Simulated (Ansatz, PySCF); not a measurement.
Si(H)(SiH3) (H₄Si₂), SMILES [SiH][SiH3] (connectivity only; charge and spin as stated), neutral, multiplicity 1. Atoms are numbered in the order given.

```xyz
6

Si     0.1159     1.0416     0.9301
H     -0.1460     1.8731    -0.3233
Si     0.2470    -0.8714    -0.4830
H      1.1456    -0.6625    -1.6550
H     -1.1428    -1.0725    -0.9994
H      0.6598    -2.1280     0.2001
```
Charge 0, spin multiplicity 1.

The structure is a stationary point at PBE0-D3(BJ)/def2-TZVP. The isomer is the one that the SMILES or the coordinates give; other isomers of the formula were not compared.

Two levels are set side by side: PBE-D3(BJ)/def2-TZVP (Ansatz, an electronic-structure program) and PBE0-D3(BJ)/def2-TZVP (Ansatz). Each level has its own optimised geometry; the coordinates shown are those of the second. Frequencies come from the Hessian of PySCF at each geometry. Differences are taken from unrounded values.

```json
[
 {"quantity": "mean bond length (Å)", "PBE0-D3(BJ)": "1.677"},
 {"quantity": "bond Si1–Si3 (Å)", "PBE0-D3(BJ)": "2.382"},
 {"quantity": "bond Si1–H2 (Å)", "PBE0-D3(BJ)": "1.527"},
 {"quantity": "bond Si3–H4 (Å)", "PBE0-D3(BJ)": "1.492"},
 {"quantity": "bond Si3–H5 (Å)", "PBE0-D3(BJ)": "1.496"},
 {"quantity": "bond Si3–H6 (Å)", "PBE0-D3(BJ)": "1.489"},
 {"quantity": "highest harmonic wavenumber (cm⁻¹)", "PBE0-D3(BJ)": "2214"},
 {"quantity": "mean harmonic wavenumber (cm⁻¹)", "PBE0-D3(BJ)": "1105"},
 {"quantity": "zero-point energy (kcal/mol)", "PBE0-D3(BJ)": "18.96"}
]
```

Q: What does PBE-D3(BJ) give, and how far is it from PBE0-D3(BJ)? (Estimate from the structure and the level; the computed values follow.)

A: 
```json
[
 {"quantity": "mean bond length (Å)", "PBE-D3(BJ)": "1.685", "PBE-D3(BJ) minus PBE0-D3(BJ)": "0.008"},
 {"quantity": "bond Si1–Si3 (Å)", "PBE-D3(BJ)": "2.375", "PBE-D3(BJ) minus PBE0-D3(BJ)": "-0.007"},
 {"quantity": "bond Si1–H2 (Å)", "PBE-D3(BJ)": "1.540", "PBE-D3(BJ) minus PBE0-D3(BJ)": "0.013"},
 {"quantity": "bond Si3–H4 (Å)", "PBE-D3(BJ)": "1.499", "PBE-D3(BJ) minus PBE0-D3(BJ)": "0.008"},
 {"quantity": "bond Si3–H5 (Å)", "PBE-D3(BJ)": "1.514", "PBE-D3(BJ) minus PBE0-D3(BJ)": "0.018"},
 {"quantity": "bond Si3–H6 (Å)", "PBE-D3(BJ)": "1.498", "PBE-D3(BJ) minus PBE0-D3(BJ)": "0.009"},
 {"quantity": "highest harmonic wavenumber (cm⁻¹)", "PBE-D3(BJ)": "2155", "PBE-D3(BJ) minus PBE0-D3(BJ)": "-59"},
 {"quantity": "mean harmonic wavenumber (cm⁻¹)", "PBE-D3(BJ)": "1066", "PBE-D3(BJ) minus PBE0-D3(BJ)": "-39"},
 {"quantity": "zero-point energy (kcal/mol)", "PBE-D3(BJ)": "18.29", "PBE-D3(BJ) minus PBE0-D3(BJ)": "-0.67"}
]
```

GGA bonds tend to be longer and softer than those of functionals with exact exchange. Differences between two approximate levels are no errors against the true value.
